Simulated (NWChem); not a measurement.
InNH3Cl; SMILES [NH2][InH][Cl]

```xyz
6

In    -0.3194     0.3626     0.0005
H     -1.9673     0.7803    -0.0765
Cl     0.2814    -1.9222    -0.0028
N      1.3284     1.5069    -0.0412
H      2.2295     1.0938     0.1753
H      1.3082     2.4888     0.2114
```
Atoms are numbered in this order, from 1.

The geometry was optimised at PBE0/def2-SVP. B3LYP is NWChem's, with the RPA form of VWN correlation. def2 effective core potentials on In; no spin-orbit coupling.

Task: List the 4 lowest vertical singlet excitations from B3LYP/def2-SVP with def2 effective core potentials on In, full TDDFT (NWChem).

Result: 
| state | energy (eV) | oscillator strength | leading excitation (squared amplitude) |
|---|---|---|---|
| S1 | 4.92 | 0.017 | HOMO → LUMO+1 (0.94) |
| S2 | 5.23 | 0.054 | HOMO → LUMO (0.83) |
| S3 | 5.47 | 0.003 | HOMO−1 → LUMO (0.98) |
| S4 | 5.86 | 0.043 | HOMO−1 → LUMO+1 (0.83) |
